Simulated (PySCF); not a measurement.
# Assigning NMR signals

Geometry:
| atom | x (Å) | y (Å) | z (Å) |
| --- | --- | --- | --- |
| C1 | 4.650 | -0.119 | -0.685 |
| C2 | 3.475 | -0.371 | -0.725 |
| C3 | 2.110 | -0.705 | -0.800 |
| F4 | 1.839 | -1.830 | -1.505 |
| C5 | 1.113 | 0.003 | -0.234 |
| C6 | -0.270 | -0.347 | -0.317 |
| C7 | -1.255 | 0.372 | 0.256 |
| C8 | -2.645 | 0.023 | 0.175 |
| C9 | -3.618 | 0.735 | 0.742 |
| H10 | 5.670 | 0.123 | -0.637 |
| H11 | 1.389 | 0.891 | 0.316 |
| H12 | -0.513 | -1.241 | -0.875 |
| H13 | -1.009 | 1.267 | 0.814 |
| H14 | -2.884 | -0.873 | -0.385 |
| H15 | -3.405 | 1.629 | 1.305 |
| H16 | -4.654 | 0.452 | 0.664 |

- GIAO PBE0/pcSseg-1 shieldings
- GFN2-xTB geometry
- program: PySCF 2.14
- relativity neglected, in vacuum, one computed conformer

Shifts are taken against calculated references (same method and geometry level): $^{13}$C (σref 186.93) and $^{1}$H (σref 31.72) vs TMS.

(1) Assign these signals to the numbered atoms. $^{13}$C{$^{1}$H} NMR (computed): δ 151.0, 145.7, 142.5, 132.7, 128.8, 128.2, 94.3, 82.0.

(2) Assign these signals to the numbered atoms. $^{1}$H NMR (300 MHz, computed): δ 6.90 (m, 1H), 6.73 (m, 1H), 6.43 (m, 1H), 6.16 (m, 1H), 5.67 (m, 1H), 5.61 (m, 1H), 3.17 (s, 1H).

## Answers

(1) 
| δ (ppm) | atoms | environment | reason |
| --- | --- | --- | --- |
| 151.0 | C3 | fully substituted alkene carbon | as expected for a trigonal carbon in a double bond |
| 145.7 | C8 | alkene CH | as expected for a trigonal carbon in a double bond |
| 142.5 | C7 | alkene CH | – |
| 132.7 | C6 | alkene CH | – |
| 128.8 | C5 | alkene CH | – |
| 128.2 | C9 | terminal =CH2 carbon | the olefinic region |
| 94.3 | C1 | terminal alkyne carbon | the triple bond shields along its axis, which puts it between sp3 and sp2 carbons |
| 82.0 | C2 | alkyne carbon | the triple bond shields along its axis, which puts it between sp3 and sp2 carbons |

C5 and C9 lie closer than the usual error of such a calculation, so a measured spectrum could show them in the other order.

(2) 
```tsv
δ (ppm)	atoms	environment	reason
6.90	H12	hydrogen on an alkene CH	attached to an sp2 carbon and in the plane of the double bond
6.73	H14	hydrogen on an alkene CH	–
6.43	H13	hydrogen on an alkene CH	–
6.16	H11	hydrogen on an alkene CH	–
5.67	H15	hydrogen on a terminal =CH2 carbon	attached to an sp2 carbon and in the plane of the double bond
5.61	H16	hydrogen on a terminal =CH2 carbon	–
3.17	H10	hydrogen on a terminal alkyne carbon	it lies on the axis of the triple bond, in its shielding cone
```

H15 and H16 lie closer than the usual error of such a calculation, so a measured spectrum could show them in the other order.

Splittings by $^{19}$F in the carbon and heteronuclear signals aren't shown, as no couplings were computed. Shifts are as computed. Against solution values, carbons near 30 ppm lie about +3 ppm off and those near 130 ppm about +5 ppm. Of 1211 compounds with measured shifts, 218 miss one by over three times the rms of a fit or turn the order of signals round; such compounds aren't used in these exercises. No couplings were computed; multiplicities are counted from neighbouring protons, with m where these are inequivalent, close in shift, in a saturated or five-membered ring or joined by F or P, and br s for small geminal =CH2 splittings.
